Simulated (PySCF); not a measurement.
**Continuum solvent and chemical shifts**

Numbering as in the mapped SMILES `[BH3-:1][NH2+:2][CH2:3][O:4][Si:5]([CH3:6])([CH3:7])[CH3:8]`; H(Xn) means a hydrogen on atom n.

GIAO PBE0/pcSseg-1 in PySCF 2.14 on one PBE0-D3(BJ)/def2-SVP conformer, non-relativistic, equivalent nuclei averaged. Solvents enter as an IEF-PCM continuum (acetone with ε = 20.5, dimethylsulfoxide with ε = 46.8) around the gas-phase geometry. Shifts are referred to BF3·OEt2, TMS computed in the same medium.

Gas phase, δ in ppm: B1 -26.7, C3 76.2, C6/C7/C8 -1.1, Si5 29.5, H(C3) 4.16, H(N2) 2.82, H(B1) 1.87, H(C6)/H(C7)/H(C8) 0.13. Dipole moment 6.13 D.

Problem. How does each δ change in the continuum?

Solution. 
```json
{"atoms": "B1", "environment": "boron bonded to N, 3 H", "Δδ, acetone": "-1.0", "Δδ, dimethylsulfoxide": "-1.1"}
{"atoms": "C3", "environment": "sp3 CH2 bonded to N and O", "Δδ, acetone": "+0.3", "Δδ, dimethylsulfoxide": "+0.3"}
{"atoms": "C6/C7/C8", "environment": "methyl carbon bonded to Si", "Δδ, acetone": "+0.2", "Δδ, dimethylsulfoxide": "+0.2"}
{"atoms": "Si5", "environment": "silicon bonded to 3 C, O", "Δδ, acetone": "+1.4", "Δδ, dimethylsulfoxide": "+1.4"}
{"atoms": "H(C3)", "environment": "hydrogen on an sp3 CH2 bonded to N and O", "Δδ, acetone": "+0.10", "Δδ, dimethylsulfoxide": "+0.10"}
{"atoms": "H(N2)", "environment": "hydrogen on a donor nitrogen of a Lewis adduct", "Δδ, acetone": "+0.50", "Δδ, dimethylsulfoxide": "+0.52"}
{"atoms": "H(B1)", "environment": "hydrogen on a boron bonded to N", "Δδ, acetone": "-0.46", "Δδ, dimethylsulfoxide": "-0.48"}
{"atoms": "H(C6)/H(C7)/H(C8)", "environment": "hydrogen on a methyl carbon bonded to Si", "Δδ, acetone": "+0.04", "Δδ, dimethylsulfoxide": "+0.04"}
```

Changes are relative to the gas phase. The dipole moment becomes 6.94 D in acetone, 6.97 D in dimethylsulfoxide.

Problem. Which of the listed nuclei move most (in ppm), and what does the model miss? (N and O are left out, as their reference compounds move with the solvent too.)

Solution. Si5 (silicon bonded to 3 C, O, +1.4 ppm) in dimethylsulfoxide. A continuum only polarises the solute; specific hydrogen bonds, the anisotropy of aromatic solvents and changes of geometry or conformer are outside it.
